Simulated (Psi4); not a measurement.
Cl (SMILES [Cl-]), charge -1, singlet (a gas-phase anion, which may not be bound at this level). Base run: M06-2X/6-31G in Psi4 1.11.

Input for Psi4:
```
memory 2 GB

molecule {
-1 1
Cl    0.00000000    0.00000000    0.00000000
}

set {
  basis 6-31g
}

energy('m06-2x')
print_variables()
```

Each row names what was changed in the base input (with any setting that the change needs).

```
change                                    E (Eh)
------------------------------------  ----------
base                                  -460.21425
functional = pw6b95                   -460.58584
functional = b3lyp                    -460.24873
functional = wb97m-v                         [?]
functional = svwn                     -459.09740
functional = x3lyp                    -460.19752
functional = pbe                      -460.03804
functional = bp86                            [?]
functional = wb97x-v                         [?]
functional = m06                      -460.21520
functional = mn15                            [?]
functional = hf (with energy('scf'))  -459.52455
functional = scan                     -460.28017
```

Task: What belongs in the gaps?

Result: 
- functional = wb97m-v, E (Eh): -460.20904
- functional = bp86, E (Eh): -460.27537
- functional = wb97x-v, E (Eh): -460.16419
- functional = mn15, E (Eh): -460.10213

Absolute energies of different levels of theory aren't comparable as measures of quality.

A gas-phase anion may not be bound at this level; its values then depend on the basis.
